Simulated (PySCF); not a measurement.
# Antimony: a sound run and one with changed settings

Sound run: Sb⁺ [Kr] 4d10 5s2 5p2, Sb²⁺ [Kr] 4d10 5s2 5p1. All numbers are calculated (PySCF 2.14, the spin-free X2C one-electron Hamiltonian (Gaussian nucleus), in x2c-TZVPall). The sound run starts from symmetry-adapted Hartree-Fock orbitals and uses a fine grid where one is needed.

Changed run: 14 angular points. This setting is unsound on purpose.

```json
{"species": "Sb⁺", "method": "UHF", "sound run (hartree)": "-6477.63714", "changed run (hartree)": "-6477.63714", "converged": "yes"}
{"species": "Sb⁺", "method": "MN15", "sound run (hartree)": "-6484.66935", "changed run (hartree)": "-6484.66973", "converged": "yes"}
{"species": "Sb⁺", "method": "BP86", "sound run (hartree)": "-6481.11292", "changed run (hartree)": "-6481.11354", "converged": "yes"}
{"species": "Sb²⁺", "method": "UHF", "sound run (hartree)": "-6477.04877", "changed run (hartree)": "-6477.04877", "converged": "yes"}
{"species": "Sb²⁺", "method": "MN15", "sound run (hartree)": "-6484.05734", "changed run (hartree)": "-6484.05747", "converged": "yes"}
{"species": "Sb²⁺", "method": "BP86", "sound run (hartree)": "-6480.50292", "changed run (hartree)": "-6480.50277", "converged": "yes"}
```

Ionisation energy of Sb⁺:

```csv
method,sound run (eV),changed run (eV)
UHF,16.010,16.010
MN15,16.654,16.661
BP86,16.599,16.620
```

A coarse angular grid integrates products of high-l functions wrongly, so density functionals can shift, and the SCF can exploit the error; Hartree-Fock and MP2 need no grid.

For comparison, NIST gives 16.626 ± 0.025 eV between the lowest levels.
